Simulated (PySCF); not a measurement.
Species: C6H9F3N2.
Geometry (GFN2-xTB, Å), atoms numbered from 1 in this order:
```xyz
20
C6H9F3N2 angstrom
C      2.3049    0.6343   -0.8082
C      1.9565   -0.7997   -0.4068
N      0.5537   -1.0055   -0.1610
C     -0.1155   -0.4187    1.0077
C     -1.5833   -0.3270    0.5602
C     -2.1304    1.0881    0.6368
F     -3.3757    1.1776    0.1500
F     -2.1829    1.5415    1.9038
F     -1.3840    1.9706   -0.0424
C     -1.4624   -0.7945   -0.8849
N     -0.2708   -1.0997   -1.2020
H      3.3596    0.6990   -1.0597
H      1.7173    0.9257   -1.6752
H      2.1009    1.3331   -0.0002
H      2.4994   -1.0875    0.4974
H      2.2303   -1.4810   -1.2149
H      0.2969    0.5671    1.2469
H      0.0195   -1.0745    1.8704
H     -2.2552   -0.9617    1.1449
H     -2.2841   -0.8764   -1.5660
```

Computed at PBE0/pcSseg-1 (PySCF, non-relativistic), with Q(14N) = 0.02044 b: N3, 14N (I = 1): χzz = -6.636 MHz, η = 0.288; N11, 14N (I = 1): χzz = -6.103 MHz, η = 0.134.

Problem. Where would the pure quadrupole (NQR) lines of 14N at N3 fall for the rigid, isolated species?

Solution. From ν± = (3/4)|χ|(1 ± η/3) and ν0 = |χ|η/2: ν+ 5.455 MHz, ν− 4.499 MHz, ν0 0.956 MHz (nitrogen bonded to 2 C and N).

Problem. Where would the pure quadrupole (NQR) lines of 14N at N11 fall for the rigid, isolated species?

Solution. From ν± = (3/4)|χ|(1 ± η/3) and ν0 = |χ|η/2: ν+ 4.782 MHz, ν− 4.373 MHz, ν0 0.409 MHz (C=N nitrogen).

In a crystal, neighbours and librations shift these lines. GFN2-xTB bond lengths can be off by several hundredths of an ångström, more for odd bonds, and the gradients follow them. The basis is small and wasn't made for field gradients, so the couplings can be 20 % off.

One conformer stands for the species.
